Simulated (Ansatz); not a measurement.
`CC[SiH2]C#N` + H₂ → `N#C[SiH3]` + ethane at 400 K and 1 bar (hydrogenolysis of the Si–C bond).

Program: Ansatz. Geometries: PBE0-D4/def2-TZVP. ΔE: electronic, gas phase. CCSD(T)/CBS is the MP2 limit (def2-TZVPP, def2-QZVPP) plus CCSD(T) − MP2 in def2-TZVPP, frozen cores. This one scheme is used for every species. One conformer a species, not always the lowest.

```tsv
species	CCSD(T)/CBS energy (Eh)	H − E (kJ/mol)	S (J/(mol·K))
`CC[SiH2]C#N`	-462.15225	272.7	380.3
H₂	-1.17544	38.0	139.0
`N#C[SiH3]`	-383.61554	107.3	285.5
`CC`	-79.71954	213.5	244.3
```

H − E and S are ideal-gas, rigid-rotor, harmonic terms from PBE0-D4/def2-TZVP, for one conformer and one mirror image of each species. For small species the MP2-based limit differs from directly extrapolated CCSD(T) by up to some mEh (0.8 for H₂); such offsets cancel only in part. 1 Eh = 2625.50 kJ/mol, R = 8.31446 J/(mol·K).

Q: By hand: ΔE, ΔH, ΔS and ΔG.

A: ΔE = (-383.61554) + (-79.71954) − (-462.15225) − (-1.17544) = -0.00739 Eh = -19.4 kJ/mol. Δ(H − E) = 107.3 + 213.5 − 272.7 − 38.0 = 10.1, so ΔH = -9.3 kJ/mol. ΔS = 285.5 + 244.3 − 380.3 − 139.0 = 10.5 J/(mol·K). ΔG = -9.3 − 400 × (10.5)/1000 = -13.5 kJ/mol.

Q: By hand: the equilibrium constant, and the temperature at which ΔG would vanish if ΔH and ΔS stayed fixed.

A: log₁₀ K = −ΔG/(RT ln 10) = 1.8. ΔH and −TΔS have one sign here, so there is no such temperature.

TΔS isn't small against ΔH here. A doubt of 5 kJ/mol in ΔE shifts log₁₀ K by 0.7 here. Other conformers and mirror images would add mixing entropy, several J/(mol·K) or more a flexible species. These are equilibria of isolated gas molecules and say nothing of rates. Largest T1 diagnostic: 0.013 (customary marks: 0.02 for closed shells, 0.045 for open ones).

ΔS is within the doubt of such terms, so its sign, and with it that verdict, could turn.
